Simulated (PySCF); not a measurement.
## Exercise with solution: oscillator strength and radiative lifetime

F₂H₆Si₃, SMILES F[Si](F)([SiH3])[SiH3].

Geometry optimised at TPSSh-D3(BJ)/def2-SVP.

TDDFT-PBE/def2-SVPD (PySCF) puts the first singlet state with f over 0.02 at 5.46 eV (vertical), with the transition dipole (-0.740, 0.000, 0.000) in atomic units.

Question: Find the oscillator strength, the wavelength and the radiative lifetime that this transition would have in vacuum if emission retraced absorption.

Answer: 
|μ|² = 0.5476 au, so |μ| = 1.88 D. ΔE = 5.46/27.211 = 0.2007 hartree. f = (2/3) ΔE |μ|² = 0.073 (the program prints 0.073).
λ = 1239.84/5.46 = 227 nm; ν = 44038 cm⁻¹.
Einstein's coefficient A = 0.6670 ν² f s⁻¹ (ν in cm⁻¹) = 9.5e7 s⁻¹, so τ = 1/A = 11 ns. This state is S1. The figure is the radiative limit of this one transition; relaxation, internal conversion, crossing to triplets and a medium change what is measured.
